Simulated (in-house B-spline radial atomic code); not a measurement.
Tc²⁺. Computed with a B-spline radial atomic code. Model: non-relativistic spherical atom: semilocal Troullier-Martins pseudo-atom, one channel per l, against all electrons, high spin, G0W0 and RPA with empty states to l = 8, local potential for every l without a channel, a model core (radius 0 = none) keeps its share of the functional.

Without relativity these are model numbers for so heavy an element.

What the tables leave out is listed at the end.

The pseudopotential gives back the lowest level of each angular momentum of its own functional in the configuration it was made in; a second state of the same l is only approximately right. Exact exchange, RPA and GW see the smooth pseudo-orbitals and miss the exchange with the core, for which the functional's share stands in. The column with an uncorrelated core keeps all orbitals and exact exchange, and so separates missing core correlation from pseudisation. Only the three outermost levels and the lowest empty one were computed. RPA here is direct RPA, with no exchange kernel, and its energies carry an (l + 1/2)⁻⁴ tail. A hybrid on a potential with a model core restores only its own semilocal share of the core's exchange.

Command:
```bash
python run_psgw.py task.json out
```
Settings (lengths in bohr, energies in hartree):
```
Z                      43
electrons              41
configuration          [Kr] 4d5
generated_in           [Kr] 4d5 5s2
functional             lda,vwn
core_shells            6
radius_factor          1.15
core_correction        True
```

Run time, properties included: 42 s on 1 thread of Arm Neoverse N1, on a shared host.

Given: made with LDA VWN5; model core radius 0.713 bohr; local radius 1.157 bohr; mean-field start PBE0.

Valence shells of the generating configuration: 4s, 4p, 4d, 5s.

Channel: s 1.108, p 1.185, d 1.436 (radii in bohr).

Computed: largest level miss in the spin-unpolarised generating configuration 0.072 eV; valence RPA correlation energy pseudo -0.71255 hartree; all-electron RPA polarisability, core included 6.594 bohr³; pseudo-atom RPA polarisability 6.5045 bohr³.

| level | occupied | mean-field all-electron (eV) | mean-field pseudo minus all (eV) | G0W0 all-electron (eV) | G0W0 uncorrelated core minus all (eV) | G0W0 pseudo minus all (eV) | exchange self-energy all-electron (eV) | exchange self-energy pseudo (eV) |
| --- | --- | --- | --- | --- | --- | --- | --- | --- |
| 4d up | 1 | -25.9 | -0.163 | -30.425 | 0.107 | -0.266 | -30.464 | -27.459 |
| 4p down | 1 | -60.589 | 0.24 | -65.511 | 0.259 | 0.284 | -36.952 | -30.26 |
| 4d down (empty) | 0 | -18.423 | -0.127 | -15.144 | 0.114 | -0.142 | -10.352 | -7.5271 |

(1) What is the valence RPA correlation energy all-electron orbitals?

Results:

(1) -0.68288 hartree.

Among the listed levels the largest G0W0 shift of the pseudo-atom is +0.28 eV, for 4p down on the PBE0 start, while leaving the core uncorrelated moves that level by +0.26 eV. The rest, +0.02 eV, comes from pseudisation and the lost core exchange. Not in the tables (levels of low weight, unsolved or above zero; the highest and the empty levels are kept at any weight): on LDA, a start not tabulated, the G0W0 levels 4d up (pseudo minus all -0.14 eV, weights 0.20 and 0.36), 4p down (pseudo minus all -0.43 eV, weights 0.84 and 0.83), 4p up (pseudo minus all -0.25 eV, weights 0.10 and 0.10), 4d down (pseudo minus all -0.36 eV, weights 0.81 and 0.73); on PBE0 the G0W0 levels 4p up (pseudo minus all +2.19 eV, weights 0.34 and 0.06); no Hartree-Fock pseudo-atom is run with a model core.
